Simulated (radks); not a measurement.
Question: Spherical quantum dot in the effective-mass picture: electrons in a parabolic well V = omega^2 r^2 / 2 with omega = 4.45, all in effective atomic units (hartree* = m*/eps^2 hartree, bohr* = eps/m* bohr), one dielectric constant everywhere. Calculated with a radial shooting solver with Libxc functionals: non-relativistic Kohn-Sham, PBE, spin-polarised, spherical densities. Levels are named by radial order and angular momentum (1s, 1p, 1d, 2s, ...), and open shells are averaged over m. At N = 14 the configuration is 1s2 1p6 1d(up 5, down 1). Does electron 15 go into 1d down or 2s up or 2s down?

Answer: Into 1d down. The total energies of the other choices lie higher by 0.151 hartree* (2s up), 0.281 hartree* (2s down).
